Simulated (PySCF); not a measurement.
An unknown is described by computed data only.

Formula: C6H12S.

| Item | Value |
| --- | --- |
| 1H NMR | chemical shifts (computed TMS as zero) by class: 2.10 (1 H), 1.35 (1 H), 1.18 (6 H), 0.69 (2 H), 0.45 (2 H) ppm [GIAO HF/pcSseg-1] |
| Valence photoelectron | vertical ionisation energy: 8.27 eV [ΔSCF PBE0/def2-SVPD] |
| Triplet | lowest triplet excitation (Tamm–Dancoff): 5.08 eV [TDA PBE0/def2-SVPD] |
| Polarisability | 93.7 au [PBE0/def2-SVPD] |
| UV, first state | lowest singlet excitation: 5.53 eV (224 nm, f = 0.002) [TDDFT PBE0/def2-SVPD] |
| Dipole | 1.72 D [PBE0/def2-SVPD] |
| Rotational structure | rotational constants A, B, C: 4.266, 1.273, 1.160 GHz [PBE0-D3(BJ)/def2-SVP] |
| UV, strongest line | among the 10 lowest singlet transitions: S10 at 7.58 eV (163 nm, f = 0.068) [TDDFT PBE0/def2-SVPD] |
| 13C NMR | chemical shifts (computed TMS as zero) by class: 33.6 (1 C), 22.7 (2 C), 7.7 (1 C), 6.3 (2 C) ppm [GIAO HF/pcSseg-1] |
| NMR, other nuclei | isotropic shieldings of nuclei other than C and H, by class: 496 (1 S) ppm [GIAO HF/pcSseg-1] |

Gas-phase values; electronic properties from PySCF, density fitting. Levels stand in brackets. Geometry: PBE0-D3(BJ)/def2-SVP, one conformer, isolated molecule. NMR values are class means; diastereotopic atoms form classes of their own.

Question: Give a SMILES that accounts for the data.

Answer: Numbering: `[CH3:1][CH:2]([CH3:3])[S:4][CH:5]1[CH2:6][CH2:7]1`. Its formula, C6H12S, gives 1 degree of unsaturation: 1 ring and 0 π bonds in the structure found. 6 carbons fall into 4 classes; from least to most shielded: chain sp3 carbon bound to sulfur [C2] (33.6 ppm), methyl carbon [C1/C3] (22.7 ppm, 2 C), ring sp3 carbon bound to sulfur [C5] (7.7 ppm), three-membered-ring carbon [C6/C7] (6.3 ppm, 2 C). Hydrogen classes from least to most shielded: 1 H on an sp3 carbon bound to sulfur, C2 (2.10 ppm), 1 H on an sp3 carbon bound to sulfur, C5 (1.35 ppm), 6 H on 2 methyl carbons, C1/C3 (1.18 ppm, a mean of values up to 0.7 ppm apart in this geometry), 2 H on 2 three-membered-ring carbons, C6/C7 (0.69 ppm), 2 H on 2 three-membered-ring carbons, C6/C7 (0.45 ppm). The other shieldings belong to: 496 ppm, sulfide sulfur [S4]. The first electron is taken from the HOMO, whose largest Löwdin shares are 0.67 on the sulfide sulfur, 0.09 on an sp3 carbon bound to sulfur, 0.08 on an sp3 carbon bound to sulfur and 0.04 on a three-membered-ring carbon. The optimised geometry has point group C1 and is an asymmetric top. Structure: `CC(C)SC1CC1`. Computed isomers that give other values at the same levels: `SC1CCCCC1` (vertical ionisation energy: 8.88 eV); `C1CCCSCC1` (rotational constant A: 2.626 GHz; this holds for the one conformer computed). The assignments are read from this structure; whether some other isomer fits the data as well wasn't checked.

Conformer computed: `[CH3:1][CH:2]([CH3:3])[S:4][CH:5]1[CH2:6][CH2:7]1`: C1–C2–S4–C5 65°, C2–S4–C5–C6 70°.
